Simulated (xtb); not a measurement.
Al(H)(F)(Me) (CH₄AlF), SMILES [CH3][AlH][F]. All values are semi-empirical tight-binding results from xtb (GFN2-xTB unless named), good for trends rather than for accurate numbers. The structure is a stationary point at GFN2-xTB.

A frequency run showed that this geometry is not a minimum.

For metal compounds this method's bond lengths and energies can be far off.

Task: Estimate the properties. (The exact figures need the calculation; the answer reports its results.)

Result: 
- orbital gap: 4.60 eV
